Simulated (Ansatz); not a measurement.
The first iterations of a band of BrH + FH3Si (7 atoms, charge 0, multiplicity 1).

These are results of RKS BHLYP/def2-SVP in Ansatz 0.2.0, not measurements.

| Property | Result |
| --- | --- |
| movable images | 7 |
| climbing image | yes |
| spring | 5.0 eV/Å² |
| optimiser | quadratic models (default) |
| start path | straight line |
| force threshold | 0.05 eV/Å |
| iteration limit | 60 |
| end points | relaxed |

Image 0:

```xyz
7
Properties=species:S:1:pos:R:3
Si 0.423 0.000 -0.325
F -0.346 0.000 1.109
H 1.872 0.000 -0.055
H 0.018 1.216 -1.053
H 0.018 -1.216 -1.053
Br -3.476 0.000 2.537
H -2.141 0.000 2.054
```

Image 8:

```xyz
7
Properties=species:S:1:pos:R:3
Si -0.842 -0.001 -0.530
F 1.012 0.003 2.537
H 0.568 -0.001 -0.115
H -1.190 1.212 -1.291
H -1.191 -1.214 -1.291
Br -2.083 -0.001 1.348
H 0.096 0.001 2.555
```

| iteration | highest image above the first end (eV) | largest band force component (eV/Å) |
| --- | --- | --- |
| 1 | 4.041 | 4.169 |
| 2 | 2.819 | 3.456 |
| 3 | 1.961 | 8.079 |

Task: Does the band converge within its limit, and where does its top end?

Result: The run converged. It ended after 11 iterations with the highest image 1.683 eV above the first end. Another band between the same ends (7 images) ends at a top of the same energy, where a vibrational analysis finds 2 clearly imaginary modes. The orbitals stay closed-shell, which can raise the energy where a bond breaks towards radicals; this wasn't checked here.

Run time: 2.3 min on 2 threads of Arm Neoverse V2, on a shared host, peak memory 0.17 GiB.
